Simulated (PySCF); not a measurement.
C₅H₉FO₂.
Z-matrix (Å and degrees, GFN2-xTB geometry), rows numbered from 1:
```
C 
C   1  1.5229
F   2  1.3893  1  107.28
C   2  1.5369  1  112.08  3  -118.50
O   4  1.4092  2  112.33  1  -170.65
C   5  1.3935  4  111.82  2    53.69
O   6  1.3936  5  113.02  4   -61.24
C   7  1.4093  6  111.83  5    61.25
H   1  1.0871  2  109.49  3    59.72
H   1  1.0871  2  109.46  3   -59.38
H   1  1.0854  2  110.75  3  -179.82
H   4  1.0912  2  110.18  1    71.32
H   4  1.1017  2  108.47  1   -48.69
H   6  1.0913  5  106.87  4  -178.54
H   6  1.1121  5  109.78  4    61.67
H   8  1.1018  2  108.50  1    48.70
H   8  1.0913  2  110.15  1   -71.34
```

The closed-shell SCF was solved with PySCF and density fitting under several settings on one GFN2-xTB geometry (grid level 2 and gas phase unless stated).

| settings | basis functions | SCF cycles | E (Eh) | HOMO (eV) | LUMO (eV) | dipole (D) |
| --- | --- | --- | --- | --- | --- | --- |
| PBE0/pcSseg-1 | 181 | 12 | -445.6899 | -7.70 | 1.16 | 3.31 |
| PBE0/def2-SVPD | 241 | 12 | -445.4391 | -7.82 | 0.49 | 3.40 |

Task: Estimate the rows for these settings: (1) LDA/pcSseg-1; (2) LC-wPBE/pcSseg-1, level shift 0.1 Eh.

Result: 
```
                            settings  basis functions  SCF cycles     E (Eh)  HOMO (eV)  LUMO (eV)  dipole (D)
                        LDA/pcSseg-1              181          15  -442.6765      -6.26       0.10        3.14
LC-wPBE/pcSseg-1, level shift 0.1 Eh              181          11  -445.9239     -10.44       3.32        3.49
```

Task: Over all rows, what range does the HOMO–LUMO gap span?

Result: From 6.36 eV (LDA/pcSseg-1) to 13.76 eV (LC-wPBE/pcSseg-1, level shift 0.1 Eh). The functional of the narrowest has no exact exchange, that of the widest range-separated exact exchange.

Task: And the dipole moment?

Result: From 3.14 D (LDA/pcSseg-1) to 3.49 D (LC-wPBE/pcSseg-1, level shift 0.1 Eh); the largest is 1.11 times the smallest, and the median is 3.35 D.

Task: Compare two rows with the functional PBE0: PBE0/pcSseg-1 and PBE0/def2-SVPD. Which energy is lower, and by how much?

Result: PBE0/pcSseg-1 (181 functions) lies 0.2508 Eh or 157 kcal/mol below PBE0/def2-SVPD (241 functions). The smaller set gives the lower energy; the two sets aren't nested, so the variational bound doesn't order them by size.

Whole jobs, the steps after the SCF included, on Intel Xeon Platinum 8488C, one thread, on a shared host:

```tsv
settings	work after the SCF	wall time	peak memory
PBE0/pcSseg-1	shieldings, ring-centre shieldings, charges and field gradients	31 s	0.82 GiB
PBE0/def2-SVPD	6 singlets by full TDDFT, 2 Tamm–Dancoff triplets, polarisability	47 s	0.93 GiB
LDA/pcSseg-1	shieldings, ring-centre shieldings, charges and field gradients	29 s	0.71 GiB
LC-wPBE/pcSseg-1, level shift 0.1 Eh	shieldings, ring-centre shieldings	48 s	0.89 GiB
```

Cycle counts include a coarse-grid stage where the run had one.

One conformer stands for the species.
